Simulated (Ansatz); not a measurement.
Reaction (ligand exchange at a Zn–N bond): `[CH3][Zn][N](C)C` + `N=CO` → `[CH3][Zn][O]C=N` + dimethylamine

Isolated molecules relaxed with PBE0-D4/def2-TZVP in Ansatz; ΔE leaves out vibrations. CCSD(T)/CBS is the MP2 limit (def2-TZVPP, def2-QZVPP) plus CCSD(T) − MP2 in def2-TZVPP, frozen cores. This one scheme is used for every species. Functionals use def2-TZVPP. For Zn outer-core shells are correlated without core-valence functions, which leaves a few kJ/mol of doubt a bond. Scalar relativity is left out up to krypton. One conformer a species, not always the lowest.

CCSD(T)/CBS gives -40.7 kJ/mol.

Another level gave -39.6 kJ/mol. Which?
A. RPA@PBE/def2-TZVPP
B. PBE-D4/def2-TZVPP
C. B97M-V/def2-TZVPP
D. HF/def2-TZVPP

A. RPA@PBE/def2-TZVPP -39.6, PBE-D4 -34.3, B97M-V -43.7, HF/def2-TZVPP -59.0 kJ/mol.

Largest T1 diagnostic among the species: 0.016.

In def2-TZVPP, CCSD(T) changes the Hartree–Fock value by +19.6 kJ/mol (the triples alone add +2.0 kJ/mol) and MP2 by +24.9 kJ/mol. Leaving LDA and LC-ωPBE aside and taking each functional with its dispersion term where it has one, the values, not all of them listed here, spread over 10.8 kJ/mol, from BHLYP-D4 to PBE-D4. LDA lies +11.0 kJ/mol from PBE without D4.
